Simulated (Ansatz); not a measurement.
`[F][Sn]([F])([F])[GeH3]` + CH₃OH → `C[O][Sn]([F])([F])[GeH3]` + H–F  (ligand exchange at the Sn–F bond)

Isolated molecules relaxed with PBE0-D4/def2-TZVP in Ansatz; ΔE leaves out vibrations. CCSD(T)/CBS adds triple-zeta CCSD(T) − MP2 to the extrapolated MP2 energy (def2 sets, frozen cores). This one scheme is used for every species. DFT in def2-TZVPP. Elements past krypton have def2 core potentials. For Ge, Sn outer-core shells are correlated without core-valence functions, which leaves a few kJ/mol of doubt a bond. Scalar relativity is left out up to krypton. One conformer a species, not always the lowest.

Is it downhill or uphill in electronic energy at CCSD(T)/CBS, and by how much? (An estimate is asked.)

Ansatz gave: Uphill: ΔE = +0.23 eV.

What do these levels give: LDA (SPW92), revPBE-D4, B97M-V, PBE0-D4, ωB97M-V, B2PLYP, PBE, BLYP, r2SCAN, r2SCANh, CAM-B3LYP, MP2/def2-QZVPP? (An estimate is asked.)

Computed: LDA (SPW92) 0.29, revPBE-D4 0.31, B97M-V 0.39, PBE0-D4 0.31, ωB97M-V 0.33, B2PLYP 0.33, PBE 0.38, BLYP 0.43, r2SCAN 0.36, r2SCANh 0.35, CAM-B3LYP 0.40, MP2/def2-QZVPP 0.20 eV.

What do rigid-rotor, harmonic-oscillator terms from PBE0-D4/def2-TZVP frequencies (298.15 K, 1 bar) make of the CCSD(T)/CBS value? (Estimate.)

The calculation gave: ΔZPE = -0.07 eV, ΔH = +0.20 eV, ΔS = 0 J/(mol·K), ΔG = +0.20 eV. Modes under 50 cm⁻¹ make the entropy rough.

Largest T1 diagnostic among the species: 0.014.

At CCSD(T), def2-SVP lies +0.06 eV from the extrapolated value and def2-TZVPP −0.01 eV. Leaving LDA and LC-ωPBE aside and taking each functional with its dispersion term where it has one, the values, not all of them listed here, spread over 0.12 eV, from PBE-QIDH to B97M-V. LDA lies −0.09 eV from PBE without D4. In def2-TZVPP, CCSD(T) changes the Hartree–Fock value by −0.20 eV (the triples alone add −0.03 eV) and MP2 by −0.24 eV.
